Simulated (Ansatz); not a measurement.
One change: `O[Si](F)(Cl)[TeH]` becomes `O[Si](O)(F)Cl`.

Ansatz, PBE0-D4/def2-TZVP geometries, multiplicity 1. Each molecule was computed in one conformer, which needn't be the lowest.

Elements past krypton have def2 core potentials.  Spin–orbit coupling is left out; it splits and shifts lone-pair levels of the heavy atoms by tenths of an eV.

| property | `O[Si](F)(Cl)[TeH]` |
| --- | --- |
| HOMO energy (PBE/def2-TZVPP) / eV | -5.92 |
| HOMO–LUMO gap (ωB97M-V/def2-TZVPP) / eV | 9.88 |
| LUMO energy (PBE/def2-TZVPP) / eV | -1.88 |
| LUMO energy (PBE0/def2-TZVPP) / eV | -1.09 |
| HOMO–LUMO gap (PBE/def2-TZVPP) / eV | 4.04 |
| size of the dipole moment (ωB97M-V/def2-TZVPP) / D | 2.21 |

(1) What does the change do to each property? (Estimate.)

Results:

(1) Ansatz gave: 
```csv
property,`O[Si](O)(F)Cl`,shift
HOMO energy (PBE/def2-TZVPP) / eV,-7.91,-1.99
HOMO–LUMO gap (ωB97M-V/def2-TZVPP) / eV,13.59,3.71
LUMO energy (PBE/def2-TZVPP) / eV,-0.66,1.22
LUMO energy (PBE0/def2-TZVPP) / eV,0.27,1.36
HOMO–LUMO gap (PBE/def2-TZVPP) / eV,7.25,3.21
size of the dipole moment (ωB97M-V/def2-TZVPP) / D,2.16,-0.05
```

With PBE0 the HOMO falls by 2.47 eV and the LUMO rises by 1.36 eV, so the gap widens by about 3.83 eV. PBE moves the HOMO by -1.99 eV and ωB97M-V by -2.71 eV. Dipoles are sizes alone; their direction can turn.
